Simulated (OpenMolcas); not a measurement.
Computed transition rates of Cu5+

```json
{"Program": "OpenMolcas", "Method": "MS-RASPT2, IPEA 0.25 Eh, imaginary shift 0.1 Eh (closed shells correlated: 3s)", "Basis": "ANO-RCC-VTZP [6s5p3d2f1g]", "Scalar Hamiltonian": "DKH2, point nucleus", "Active space": "12 electrons in 8 orbitals (RAS1 3p, at most 2 holes; RAS2 3d)", "State averaging": "2S+1 = 5 even, 5 roots; 2S+1 = 3 even, 45 roots; 2S+1 = 1 even, 44 roots", "Spin-orbit coupling": "RASSI with atomic mean-field integrals over the reference wave functions, term energies averaged over their components"}
```

Rates come from the transition moments of the reference wave functions (E1 and E2 in the length form). At fixed line strength A goes as λ^-3 for E1 and M1 and as λ^-5 for E2, so a rate at the computed wavelength can be rescaled to the measured one. Measured vacuum wavelengths follow from level energies in Sugar and Musgrove, J. Phys. Chem. Ref. Data 19, 527 (1990). Branching counts decays inside the model space alone, at computed energies, and the table is only a selection of the E2 and M1 lines, drawn from those between levels with measured partners whose computed energy lies within a factor of 1.5 of the measured one.

| Upper | Lower | Type | λ computed (nm) | λ measured (nm) | A computed (s-1) | A rescaled (s-1) | Branching % |
| --- | --- | --- | --- | --- | --- | --- | --- |
| 3d6 5D0 | 3d6 5D1 | M1 | 42010 | 41020 | 2.18e-03 | 2.34e-03 | 100.0 |
| 3d6 5D1 | 3d6 5D2 | M1 | 20450 | 19890 | 1.10e-02 | 1.20e-02 | 100.0 |
| 3d6 3H5 | 3d6 3H6 | M1 | 20030 | 16900 | 3.17e-03 | 5.28e-03 | 86.9 |
| 3d6 5D2 | 3d6 5D3 | M1 | 12990 | 12640 | 2.95e-02 | 3.20e-02 | 100.0 |
| 3d6 5D3 | 3d6 5D4 | M1 | 8672 | 8363 | 5.33e-02 | 5.94e-02 | 100.0 |
| 3d6 3G4 | 3d6 3F4(1) | M1 | 1743 | 1750 | 3.35e-01 |  | 43.0 |
| 3d6 3G5 | 3d6 3H6 | M1 | 1395 | 1437 | 3.86e-01 |  | 48.6 |
| 3d6 3G3 | 3d6 3H4 | M1 | 1275 | 1312 | 4.17e-01 |  | 38.7 |
| 3d6 1G4(1) | 3d6 3F4(1) | M1 | 657.3 | 673.1 | 2.53e+00 |  | 42.8 |
| 3d6 1I6 | 3d6 3H5 | M1 | 637.8 | 649.5 | 5.64e-01 |  | 38.5 |
| 3d6 1I6 | 3d6 3H6 | M1 | 618.1 | 625.5 | 8.97e-01 |  | 61.2 |
| 3d6 1S0 | 3d6 3P1(1) | M1 | 466.8 | 473.9 | 1.24e+01 |  | 100.0 |
| 3d6 1D2 | 3d6 3F3(1) | M1 | 439.4 | 466.2 | 2.40e+00 |  | 39.8 |
| 3d6 3P2(1) | 3d6 5D3 | M1 | 348.1 | 356 | 4.53e+00 |  | 90.2 |
| 3d6 3H6 | 3d6 5D4 | E2 | 325 | 328.8 | 3.19e-05 |  | 100.0 |
| 3d6 3P1(1) | 3d6 5D2 | M1 | 319.3 | 325.8 | 5.61e+00 |  | 74.2 |
| 3d6 3H4 | 3d6 5D4 | M1 | 317.3 | 319.6 | 3.86e-01 |  | 85.7 |
| 3d6 3P0(1) | 3d6 5D1 | M1 | 312 | 318.7 | 7.35e+00 |  | 98.7 |
| 3d6 3F2(1) | 3d6 5D2 | M1 | 309.3 | 314.9 | 1.00e+00 |  | 56.8 |
| 3d6 3F3(1) | 3d6 5D3 | M1 | 306.3 | 311.5 | 2.46e+00 |  | 65.4 |
| 3d6 3F4(1) | 3d6 5D4 | M1 | 300.7 | 305.3 | 4.28e+00 |  | 83.9 |
| 3d6 3D1 | 3d6 5D1 | M1 | 221.1 | 225.4 | 1.45e+00 |  | 40.9 |
| 3d6 3D2 | 3d6 5D2 | M1 | 218.9 | 223.6 | 1.09e+00 |  | 39.1 |
| 3d6 3D3 | 3d6 5D4 | M1 | 208.4 | 212.2 | 2.23e+00 |  | 55.6 |
| 3d6 3P0(2) | 3d6 5D1 | M1 | 135.1 | 138.5 | 5.13e+00 |  | 48.4 |

Spin-changing lines and M1 lines between different terms are not rescaled, since their strength hangs on the term gaps too.

The largest correction is for 3d6 3H5 → 3d6 3H6 (M1): 3.17e-03 × (20030 / 16900)^3 = 5.28e-03 s-1, a factor of 1.66.

These are rates of the free ion; in crystals, glasses and complexes forced electric-dipole and non-radiative decay shorten such lifetimes by orders of magnitude. No measured rate stands beside these. Rescaling mends the energy factor alone: line strengths can still be far off where a level mixes with configurations outside the active space, and weak or spin-changing lines hang on small mixing coefficients that depend on the term gaps too, so rescaling need not improve them.

CASPT2 breaks the degeneracy within a term, and the mean is taken; among the terms shown or strongly mixed into the levels shown the widest spread is 990 cm-1 (3d6 1I). Active for correlation alone: 3p; no level in the range computed is led by a configuration that opens it, so any true level of that kind is missing. The CASPT2 spread within a term exceeds the gap to the next term for 3d6 3H and 3d6 3P(1), 3d6 3D and 3d6 1G(1), so the order of their levels is uncertain. Measured partners are found by configuration, term and J. A level has none where our copy of the source lacks it or the pairing is in doubt (some pairs that miss far off the trend of their configuration count as doubtful). Only configurations of the active space appear.

A number in round brackets counts repeated terms of one configuration in the order of the reference energies.
